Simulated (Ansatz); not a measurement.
Ti, charge -1, doublet (typed; the unrestricted solution is spin-contaminated) (a state made from the parent by changing its charge; the spin is typed, not shown lowest) (a gas-phase anion, which may not be bound at this level).

Ansatz (a program for electronic structure) was given this input:
Ansatz 0.2 input:
```yaml
crystal:
  periodic: [false, false, false]
  atoms:
    - {symbol: Ti, position_ang: [0.00000000, 0.00000000, 0.00000000]}
basis:
  gaussian:
    orbitals: STO-3G
hamiltonian:
  xc: blyp
total_charge: -1
magnetization: {spin_polarized: true, initial_magnetization: 1}
```

Task: Predict the <S^2> from BLYP/STO-3G (Ansatz).

Result: 1.809

Task: Estimate the number of basis functions that BLYP/STO-3G returns for this input.

Result: 18

Task: Predict the total energy from BLYP/STO-3G.

Result: -840.123801 Ha

A gas-phase anion may not be bound at this level; its values then depend on the basis.
